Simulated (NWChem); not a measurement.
Species: SiHOClF2; SMILES Cl[Si](F)(F)O

```xyz
6

O      1.3277    -1.0297     0.6675
Si     0.0013    -0.3696     0.0046
F     -1.3324    -0.8259     0.7631
F     -0.0926    -0.9042    -1.4946
Cl     0.0418     1.6600     0.0090
H      1.6495    -0.7014     1.5117
```
Atoms are numbered in this order, from 1.

Level: PBE0/def2-SVP (NWChem), optimised geometry, unscaled harmonic frequencies. 

Q: List the harmonic frequencies with IR intensities, and the thermochemistry.

A: 
| frequency (cm⁻¹) | IR intensity (km/mol) |
|---|---|
| 116 | 97.4 |
| 215 | 0.7 |
| 241 | 35.0 |
| 325 | 25.2 |
| 335 | 27.0 |
| 340 | 39.6 |
| 580 | 87.2 |
| 757 | 226.6 |
| 865 | 195.0 |
| 1004 | 190.6 |
| 1035 | 165.8 |
| 3951 | 161.9 |

```
Item                                                                               Result
-----------------------------------------------------------------------  ----------------
zero-point energy                                                           14.0 kcal/mol
thermal correction to the enthalpy at 298.15 K (with zero-point energy)     18.4 kcal/mol
heat capacity Cv                                                         19.4 cal/(mol K)
entropy at 298.15 K and 1 atm (symmetry number 1)                        79.0 cal/(mol K)
dipole moment                                                                      2.37 D
```

Rigid rotor and harmonic oscillator.
